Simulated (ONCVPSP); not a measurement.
PBEsol ONCV dataset for Re (Z = 75), scalar-relativistic all-electron reference.

| Item | Value |
| --- | --- |
| Element | Re |
| Generator | ONCVPSP 4.0.1 |
| Type | optimised norm-conserving Vanderbilt (ONCV) |
| Functional | PBEsol |
| Relativity | scalar-relativistic |
| Frozen core | [Kr] 4d10 4f14 |
| Valence charge | 15 |
| Reference configuration | 5s2 5p6 5d5 6s2 |
| Partial waves | 5s+6s: rc 1.65 bohr, ncon 4, nbas 8, qcut 7.1 1/bohr, 2 projectors; 5p: rc 1.35 bohr, ncon 4, nbas 8, qcut 6.1 1/bohr, 2 projectors, debl 2.1 Ha; 5d: rc 2.25 bohr, ncon 3, nbas 8, qcut 6.1 1/bohr, 2 projectors, debl 2.5 Ha |
| Local potential | polynomial inside 0.95 bohr (lpopt 5, dvloc0 0 Ha) |
| Core correction | polynomial model core, fcfact 0.55 |

All-electron outer shells of the reference configuration (PBEsol, scalar-relativistic, ld1.x):

```tsv
shell	level (eV)	outermost node (bohr)	outermost maximum (bohr)
5s	-85.29	0.52	0.93
5p	-47.03	0.56	1.06
4f	-42.34	–	0.41
6s	-5.98	1.24	2.57
5d	-5.40	0.62	1.43
```

Calculated quality:

| Quantity | Value |
| --- | --- |
| Cutoffs needed | 76 Ha and 112 Ha (the cutoffs (Ha) at which the residual kinetic energy of the hardest occupied pseudo-wave falls to 1 and 0.1 mHa per electron) |
| Ghost test | ghosts flagged at negative energy: s at -36.4 eV; GHOST(+) flagged for d at 96.2 eV, p at 252.6 eV; a true bound ghost makes a file unfit for plane-wave use |
| Largest excitation error | -25 meV (all-electron minus pseudo) for 5s2 5p6 5d4 6s0, out of 4 test configurations |
| rms error of d²Exc/dni dnj | 6.69 mHa without and 1.12 mHa with the model core |

Generation and tests took about 4 s on one core of a shared server CPU.
